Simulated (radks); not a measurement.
Values are calculated unless marked as measured or tabulated.
Charge is removed step by step from the 2p3/2 level of neutral phosphorus, starting from [He] 2s2 2p(1/2: 2, 3/2: 4) 3s2 3p3. Level of theory: Dirac Kohn-Sham, PBEsol, spin-unpolarised, spherical densities, finite nucleus; open shells fill j = l - 1/2 first; Fermi nuclear charge, rms radius 3.1889 fm (a radial shooting solver on a logarithmic mesh with Libxc functionals).

| removed (e) | E - E(0) (eV) | eigenvalue (eV) | E minus straight line (eV) |
|---|---|---|---|
| 0 | 0.000 | -123.98 | 0.000 |
| 0.1 | 12.549 | -127.01 | -1.430 |
| 0.2 | 25.403 | -130.08 | -2.554 |
| 0.3 | 38.567 | -133.21 | -3.368 |
| 0.4 | 52.046 | -136.38 | -3.867 |
| 0.5 | 65.845 | -139.60 | -4.047 |
| 0.6 | 79.968 | -142.86 | -3.903 |
| 0.7 | 94.419 | -146.17 | -3.430 |
| 0.8 | 109.20 | -149.51 | -2.625 |
| 0.9 | 124.32 | -152.90 | -1.483 |
| 1 | 139.78 | -156.33 | 0.000 |

Removing the whole electron costs 139.78 eV by Delta-SCF, against 123.98 eV from minus the eigenvalue at the starting occupation. Slater's transition state (half an electron removed) gives 139.60 eV. Integrating minus the eigenvalue over the occupation (Janak's theorem) gives 139.78 eV. The mean slope of the eigenvalue, de/dn, is 32.4 eV per electron.
